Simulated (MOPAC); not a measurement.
MOPAC input (PM6):

```
PM6 PRECISE GNORM=0.05 LET XYZ CHARGE=1 GEO-OK AUX(PRECISION=9) THREADS=1
HBCl

B    -0.00000000 1   -0.00000000 1   -1.12599825 1
Cl    0.00000000 1    0.00000000 1    0.46627717 1
H    -0.00000000 1   -0.00000000 1   -2.29672064 1
```

Task: What heat of formation does the run end on?

Result: 191.85 kcal/mol.
